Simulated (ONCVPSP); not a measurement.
tantalum (Ta), ONCV: configuration errors across variants

| Item | Value |
| --- | --- |
| Element | Ta |
| Generator | ONCVPSP 4.0.1 |
| Type | optimised norm-conserving Vanderbilt (ONCV) |
| Functional | PW91 |
| Relativity | scalar-relativistic |
| Frozen core | [Kr] 4d10 4f14 |
| Valence charge | 13 |
| Reference configuration | 5s2 5p6 5d3 6s1 (charge +1) |
| Partial waves | 5s+6s: rc 1.90 bohr, ncon 4, nbas 8, qcut 7.7 1/bohr, 2 projectors; 5p: rc 1.35 bohr, ncon 5, nbas 8, qcut 5.6 1/bohr, 2 projectors, debl 0.7 Ha; 5d: rc 2.90 bohr, ncon 3, nbas 8, qcut 4.5 1/bohr, 2 projectors, debl 3.2 Ha |
| Local potential | polynomial inside 0.85 bohr (lpopt 5, dvloc0 -1 Ha) |
| Core correction | polynomial model core, fcfact 0.35 |

In the p channel the program set the typed energies aside and used -1.716, 0.250 Ha.

All-electron excitation energies from the reference (eV): (1) 5s2 5p6 5d3 6s2 -8.527; (2) 5s2 5p6 5d3 6s0 15.030; (3) 5s2 5p6 5d2 6s0 38.706; (4) 5s2 5p6 5d1 6s0 73.834.

2 further variants failed, have other tests or too few solved ones, and are left out.

A true bound ghost makes a file unfit for plane-wave use even where its test errors are small: the radial tests pick states by their node count and pass the ghost by.

Errors AE − PS in meV (a dash: test not solved or not reliable):

```tsv
change	(1)	(2)	(3)	(4)	bound ghosts	GHOST(+) flags above zero
base	+1.6	-16	+2.8	+245	s	p, d
p: qcut 6.1	+1.6	-16	+2.8	+245	s	p, d
s: qcut 5.1; p: qcut 3.7; d: qcut 3	-6.9	-52	+88	+1023	s	p, d
all radii but the core radius scaled by about 1.13 (s 2.16, p 1.54, d 3.28 bohr); local potential polynomial inside 0.96 bohr (lpopt 5, dvloc0 -1 Ha)	-3.5	-30	+25	+482	s	p, d
p: qcut 6.3	+1.6	-16	+2.8	+245	s	p, d
core correction polynomial model core, fcfact 1.04	+1.5	-16	+2.8	+245	s	p, d
d: rc 2.08	+2.0	-8.1	-33	-81	s	p, d
d: rc 2.12	+2.1	-8.2	-32	-73	s	p, d
local potential polynomial inside 1.15 bohr (lpopt 5, dvloc0 0 Ha)	+1.6	-16	+2.5	+245	none	s, d
core correction Teter function, fcfact 4.25, rcfact 1.25	+4.1	-8.2	+34	+343	s	p, d
```

**Question.** Give the same row for: s: ncon 5, nbas 9.

**Answer.** +2.0, -15, +3.1, +245; bound ghosts: s; GHOST(+) flags above zero: p, d.
